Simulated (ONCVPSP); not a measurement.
Ti (Z = 22) ONCV: all-electron and pseudo phase curves

ONCVPSP 4.0.1 input, shortened (lines: element, Z, core and valence counts, functional; n l f; lmax; l rc ep ncon nbas qcut; lloc lpopt rc5 dvloc0; l nproj debl; icmod fcfact rcfact), PBE, scalar-relativistic:

```
  Ti 22.00    3    4        4      upf
    1    0    2.00
    2    0    2.00
    2    1    6.00
    3    0    2.00
    3    1    6.00
    3    2    2.00
    4    0    2.00
    2
    0    1.95    0.00    4    9    5.90
    1    1.35    0.00    4    7    8.50
    2    1.80    0.00    5   10    8.60
    4    5    1.10    1.00
    0    2    1.60
    1    2    0.60
    2    2    3.50
    3    2.25    1.45
```

In the p channel the program set the typed energies aside and used -1.428, 0.250 Ha.

The phase is arctan(r·R′/R) of the radial function R(r), unwrapped; energies in Ha, scanned from -4 to 5 Ha. A pole is an energy at which the radial function vanishes at the test radius. The pseudo phase is shifted by a multiple of π to meet the all-electron one at the reference energy, and phase errors are pseudo minus all-electron; the curves can meet again beyond the range given. Levels narrower than the energy grid can be missing from the lists of poles.

Task: For each channel, where are the poles, and over which energies does the pseudopotential scatter like the atom?

Result:

| channel | radius (bohr) | reference energy (Ha) | poles, all-electron | poles, pseudo | unbroken range about the reference energy with phases within 0.05 rad | phase error 1 Ha above the reference energy (rad) |
| --- | --- | --- | --- | --- | --- | --- |
| s | 1.97 | -0.16 | -2.17, 3.49 | -2.17, 3.32 | below 4.3 | -0.002 |
| p | 1.37 | -1.43 | 0.03 | 0.03 | the whole range | +0.000 |
| d | 1.83 | -0.16 | 0.39 | 0.40 | the whole range | +0.001 |

Phases in the s channel:

```
E (Ha)  all-electron  pseudo
 -3.98         1.299   1.299
 -3.74         1.279   1.279
 -3.50         1.253   1.253
 -3.26         1.214   1.214
 -3.02         1.151   1.150
 -2.78         1.007   1.006
 -2.54         0.319   0.318
 -2.30        -1.360  -1.360
 -2.06        -1.655  -1.655
 -1.82        -1.762  -1.762
 -1.58        -1.831  -1.831
 -1.34        -1.892  -1.892
 -1.10        -1.958  -1.958
 -0.86        -2.037  -2.037
 -0.62        -2.142  -2.142
 -0.38        -2.295  -2.295
 -0.14        -2.532  -2.532
  0.10        -2.900  -2.900
  0.34        -3.373  -3.374
  0.58        -3.792  -3.793
  0.82        -4.072  -4.074
  1.06        -4.249  -4.251
  1.30        -4.365  -4.367
  1.54        -4.446  -4.449
  1.78        -4.505  -4.509
  2.02        -4.551  -4.556
  2.26        -4.588  -4.594
  2.50        -4.619  -4.626
  2.74        -4.646  -4.654
  2.98        -4.669  -4.679
  3.22        -4.690  -4.702
  3.46        -4.710  -4.726
  3.70        -4.729  -4.749
  3.94        -4.747  -4.775
  4.18        -4.766  -4.804
  4.42        -4.786  -4.841
  4.66        -4.807  -4.891
  4.90        -4.830  -4.971
```
